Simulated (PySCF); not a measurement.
**Computed properties of Si(H)(Me)2(PH2) (C2H9PSi), SMILES C[SiH](C)P**

Si(H)(Me)2(PH2) (C2H9PSi), SMILES P[SiH](C)C. The structure is a stationary point at PBE0-D3(BJ)/def2-SVP. The values are those of a single conformer. All values are computed for the isolated molecule unless a solvent is named; none is compared with measurement here.

**Structure.** All 33 harmonic modes at PBE0-D3(BJ)/def2-SVP (PySCF) are real, so it is a minimum. With heavy atoms numbered as in [SiH:1]([CH3:2])([CH3:3])[PH2:4], the shortest bond between them is Si1–C3 at 1.880 Å and the longest Si1–P4 at 2.273 Å.

**Vibrations.** The strongest infrared lines (harmonic, unscaled, degenerate partners summed) lie at 882 cm⁻¹ (179 km/mol, H 75 %, C 14 %, Si 11 %), 2207 cm⁻¹ (123 km/mol, H 97 %), 898 cm⁻¹ (92 km/mol, H 80 %, C 11 %, Si 9 %). The softest mode is at 129 cm⁻¹ and the zero-point energy is 62.8 kcal/mol.

**Electronic structure.** CAM-B3LYP/def2-TZVP (PySCF) places the frontier levels at -8.47 and 1.42 eV, a gap of 9.89 eV, and gives a dipole moment of 1.49 D and a mean polarisability of 78.2 bohr³. PBE/def2-TZVP (PySCF) at the same geometry gives -6.10 and -0.37 eV, so its gap is 4.16 eV narrower. An orbital gap is neither the optical nor the fundamental gap.

**Excitations.** TDDFT-PBE0/def2-SVPD (PySCF) has S1 at 6.33 eV (196 nm, f = 0.011, weak); the most intense of the 10 singlets computed lies at 7.13 eV (f = 0.15). T1 (TDA) is at 5.55 eV. TDDFT-PBE/def2-SVPD (PySCF) puts S1 at 5.82 eV. No vertical singlet excitation falls in the visible range (under 3.1 eV).

**NMR.** GIAO shifts at PBE0/pcSseg-1 (PySCF) (non-relativistic, atoms alike by connectivity averaged): ¹³C at 2.3 ppm against TMS; ¹H from 0.6 to 4.7 ppm against TMS; ²⁹Si at -13.9 ppm against TMS.

**Solvation.** SMD-ωB97X/6-31G* (PySCF) gives 1.5 kcal/mol in water, -1.1 kcal/mol in toluene, -1.9 kcal/mol in diethylether (1 M in both phases, gas-phase geometry); of these solvents diethylether holds the molecule best.
